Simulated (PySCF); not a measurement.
A geometry optimisation on GeHBr3 (`[Br][GeH]([Br])[Br]`).

Method: PBE0-D3(BJ)/def2-SVP geometry optimisation, gas phase (PySCF 2.14.0). Start geometry: GFN2-xTB. The command runs a driver script over a list of jobs; the input below is this job's line of settings and its coordinates in Å.

Command:
```bash
OMP_NUM_THREADS=1 python probes_run.py task.json out
```

Input:
```
{"job": {"xc": "PBE0", "basis": "def2-SVP", "d3": "d3bj", "grid": 1, "maxiter": 40, "shake": 0.03, "kind": "geom"}, "charge": 0, "multiplicity": 1}
Ge     0.060220    -0.078580     0.152200
H     -0.010130    -0.027840     1.664250
Br     2.121610     0.004200    -0.638210
Br    -0.997550     1.902550    -0.593270
Br    -1.099310    -1.910800    -0.647090
```

Output:
```
step   0  E = -9797.85441535  max force = 0.033990
step   1  E = -9797.85810773  max force = 0.005838
step   2  E = -9797.85837022  max force = 0.000707
step   3  E = -9797.85837317  max force = 0.000770
step   4  E = -9797.85836746  max force = 0.000947
step   5  E = -9797.85837927  max force = 0.000642
step   6  E = -9797.85838957  max force = 0.000470
step   7  E = -9797.85841106  max force = 0.000193
step   8  E = -9797.85843249  max force = 0.000281
step   9  E = -9797.85844812  max force = 0.000258
step  10  E = -9797.85845842  max force = 0.000171
optimisation converged
```

Energies in Eh; «max force» is the largest Cartesian gradient component in Eh/bohr.

**Question.** Give the first gradient maximum in eV/Å.

**Answer.** With 1 Eh/bohr = 51.422 eV/Å, 1.748 eV/Å.

**Question.** How much energy does the optimisation release, in kJ/mol?

**Answer.** E(step 0) − E(last step) = 0.004043 Eh, which is 10.6 kJ/mol.

Main results: final energy -9797.85846 Eh after 10 steps; dipole 1.21 D.

**Question.** Where do the atoms end?

**Answer.** 0.061 Å rms from the input after alignment:
```
atom  x, y, z in Å
Ge1   -0.0040   -0.0244    0.1525
H2    -0.2195   -0.0509    1.6671
Br3    2.2357   -0.0169   -0.3231
Br4   -0.9642    1.8429   -0.7542
Br5   -0.9732   -1.8612   -0.8044
```

On one thread of an Intel Xeon at 2.70 GHz, shared host with 64 logical CPUs at a one-minute load of 60, this took 2.6 min wall and 0.63 GiB of memory at its peak.
Labels such as C1 count atoms from 1, the log's own numbers from 0.
